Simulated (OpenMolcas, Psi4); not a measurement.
**A ladder of methods for GeH2 (SMILES [GeH2])**

GeH2: 3 atoms, total charge 0, spin state singlet. SMILES: `[GeH2]`. Geometry: relaxed at PBE0-D4/def2-TZVP.

| atom | x (Å) | y (Å) | z (Å) |
| --- | --- | --- | --- |
| Ge | -0.5701 | 0.4051 | -0.2637 |
| H | 0.7830 | 0.7436 | 0.5090 |
| H | -0.2129 | -1.1487 | -0.2453 |

Quantity: the energy change with the Ge1–H3 bond stretched from 1.594 to 1.834 Å, in eV. The values are calculated.

```json
{"level": "SVWN5/def2-TZVPPD (restricted)", "kind": "LDA", "program": "Psi4", "value (eV)": "0.26", "CPU time (all runs)": "17 s"}
{"level": "BLYP/def2-TZVPPD (restricted)", "kind": "GGA", "program": "Psi4", "value (eV)": "0.22", "CPU time (all runs)": "28 s"}
{"level": "TPSS/def2-TZVPPD (restricted)", "kind": "meta-GGA", "program": "Psi4", "value (eV)": "0.27", "CPU time (all runs)": "55 s"}
{"level": "r2SCAN/def2-TZVPPD (restricted)", "kind": "meta-GGA", "program": "OpenMolcas", "value (eV)": "0.29", "CPU time (all runs)": "36 s"}
{"level": "BHLYP/def2-TZVPPD (restricted)", "kind": "global hybrid", "program": "Psi4", "value (eV)": "0.32", "CPU time (all runs)": "24 s"}
{"level": "M06-2X/def2-TZVPPD (restricted)", "kind": "hybrid meta-GGA", "program": "Psi4", "value (eV)": "0.29", "CPU time (all runs)": "32 s"}
{"level": "PBE0/def2-TZVPPD (restricted)", "kind": "global hybrid", "program": "Psi4", "value (eV)": "0.28", "CPU time (all runs)": "34 s"}
{"level": "B2PLYP/def2-TZVPPD (density fitting for correlation) (restricted)", "kind": "double hybrid", "program": "Psi4", "value (eV)": "0.30", "CPU time (all runs)": "19 s"}
```

All-electron rows without a relativistic Hamiltonian named are non-relativistic. The first shape isn't each level's own minimum. The values span 0.22 to 0.32 eV. Times are those of the runs behind each value, whatever else they computed, on shared processors of several kinds: orders of magnitude only.
